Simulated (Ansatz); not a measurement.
Geometry optimisation, RKS BHLYP/def2-mTZVP (Ansatz).

input.yaml

```yaml
crystal:
  periodic: [false, false, false]
  atoms:
    - { symbol: B, position_ang: [-0.82572, 1.4183, -0.56455] }
    - { symbol: Si, position_ang: [-0.05328, -0.30385, -0.3071] }
    - { symbol: C, position_ang: [0.90951, -1.07919, 0.95234] }
    - { symbol: F, position_ang: [-0.34911, -1.3208, -1.55323] }
    - { symbol: H, position_ang: [-1.4438, 1.70216, -1.51933] }
    - { symbol: H, position_ang: [-0.00412, 0.83931, 0.56718] }
    - { symbol: H, position_ang: [1.25118, -2.09857, 0.8885] }
    - { symbol: H, position_ang: [1.20169, -0.56199, 1.84927] }
basis:
  gaussian: { orbitals: def2-mTZVP }
hamiltonian:
  xc: { name: BHLYP }
relax:
  f_tol: 0.02
  max_steps: 50
```

Command:

```bash
$ ansatz run input.yaml --threads 2 --pin off --max-ram 3072MiB --backend cpu --events-out ev --progress --plain --runs-dir out
```

Task: Where does it end, and by what steps?

Result: It converged. After 10 steps the energy has fallen by 4.814 eV; H6 moved furthest, 1.17 Å. Parted: Si2–H6. Joined: B1–H6.

```csv
step,energy less start (eV),largest force component (eV/Å),accepted
0,0.0000,6.694,yes
1,-2.2932,4.447,yes
2,-3.6054,2.712,yes
3,-4.2996,1.409,yes
4,-4.6391,0.730,yes
5,-4.7643,0.400,yes
6,-4.8095,0.361,yes
7,-4.8135,0.105,yes
8,-4.8141,0.058,yes
9,-4.8143,0.046,yes
10,-4.8145,0.005,yes
```

```xyz
8
Properties=species:S:1:pos:R:3
B -0.679 1.242 -0.412
Si 0.015 -0.597 -0.383
C 0.936 -1.251 0.884
F -0.328 -1.508 -1.646
H -1.319 1.667 -1.305
H -0.431 1.928 0.514
H 1.325 -2.252 0.926
H 1.167 -0.634 1.735
```

Whether the end is a true minimum wasn't checked by a vibrational analysis.

Time of the run: 27 s on 2 threads of Arm Neoverse V1 (shared host), peak memory 0.17 GiB.
